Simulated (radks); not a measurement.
Problem. Calculated with a radial shooting solver on a logarithmic mesh with Libxc functionals: non-relativistic Kohn-Sham, LDA (Slater exchange, Perdew-Wang correlation), spin-unpolarised, spherical densities, point nucleus. Response by self-consistent Sternheimer equations with the Hartree and adiabatic LDA kernel. For heavy and open-shell atoms this level of theory can miss by tens of per cent. Rank Co3+, Co+, Co2+, Co, Co6+, Co4+, Co5+ (NIST ground configurations) by static dipole polarisability, largest first.

Solution. Co 50.60, Co+ 10.17, Co2+ 3.733, Co3+ 1.883, Co4+ 1.153, Co5+ 0.8075, Co6+ 0.6222 bohr^3.
